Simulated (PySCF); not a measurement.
**Orbital picture of CdBr**

PBE0 at R = 2.511 Å; PySCF, scalar-relativistic core potentials, basis sets Cd cc-pVDZ-PP with ECP28, Br cc-pVDZ-PP with ECP10. State: ²Σ⁺ (doublet), unpaired electrons σ ↑. Only the outer orbitals are listed, counted within each symmetry, core potentials removing the inner ones.

```csv
spin,orbital,occ.,ε (eV),on Cd (%),main shells (%)
α,8σ,1,-9.70,38,"61 Br p, 34 Cd s"
α,5π,1,-7.82,4,96 Br p
α,5π,1,-7.82,4,96 Br p
α,9σ,1,-6.49,76,"58 Cd s, 24 Br p, 18 Cd p"
α,6π,0,-1.22,97,97 Cd p
α,6π,0,-1.22,97,97 Cd p
α,10σ,0,0.40,101,92 Cd p
β,8σ,1,-9.10,36,"62 Br p, 30 Cd s"
β,5π,1,-7.73,4,96 Br p
β,5π,1,-7.73,4,96 Br p
β,9σ,0,-3.93,79,"67 Cd s, 21 Br p, 11 Cd p"
β,6π,0,-0.62,98,98 Cd p
β,6π,0,-0.62,98,98 Cd p
```

Task: Which are the highest filled and the lowest empty level, where do they sit, and how wide is the gap?

Result: Highest filled α 9σ at -6.49 eV (in %: 58 Cd s, 24 Br p, 18 Cd p); lowest empty β 9σ at -3.93 eV (in %: 67 Cd s, 21 Br p, 11 Cd p); the gap at PBE0 is 2.56 eV.

```
bond order (Mayer)                               : 0.98
⟨S²⟩                                             : 0.753
charge on Cd (Mulliken, basis-dependent)         : 0.35
charge on Cd (Löwdin, basis-dependent)           : 0.20
dipole moment (positive dipole means Cd(−)Br(+)) : -3.22 D
polarisability along the bond                    : 78.5 bohr³
polarisability across the bond                   : 46.0 bohr³
```

Shares are Mulliken populations and can fall outside 0 to 100 %.

Spin–orbit coupling is left out. The state was picked by a PBE0 search and need not be the measured ground state.
